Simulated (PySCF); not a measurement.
Xe (xenon, neutral): UHF calculation

Configuration: [Xe], closed-shell 1S. Computed with PySCF 2.14 in cc-pVDZ-PP with ECP28MDF (4s3p2d, 23 functions), with a scalar-relativistic core potential.

* Total energy: -328.290852 hartree
* One-electron energy: -571.6424 hartree
* Hartree (Coulomb) energy: 266.0054 hartree
* Exchange energy: -22.6539 hartree
* ⟨S²⟩: 0.0000
* ⟨L²⟩: 0.000
* Sum of ⟨r⟩: 32.57 bohr
* Sum of ⟨r²⟩: 58.76 bohr²
* Time after the integrals: 0.04 s of wall time on 1 thread of AMD EPYC 9R45 96-Core Processor (shared host)

```json
{"shell": "4s", "electrons": "2", "mean orbital energy (hartree)": "-8.39764", "rms radius, mean of both spins (bohr)": "0.767"}
{"shell": "4p", "electrons": "6", "mean orbital energy (hartree)": "-6.13127", "rms radius, mean of both spins (bohr)": "0.820"}
{"shell": "4d", "electrons": "10", "mean orbital energy (hartree)": "-2.66174", "rms radius, mean of both spins (bohr)": "0.936"}
{"shell": "5s", "electrons": "2", "mean orbital energy (hartree)": "-1.00747", "rms radius, mean of both spins (bohr)": "2.03"}
{"shell": "5p", "electrons": "6", "mean orbital energy (hartree)": "-0.45402", "rms radius, mean of both spins (bohr)": "2.47"}
```

Energies and moments cover only the electrons outside the core potential.
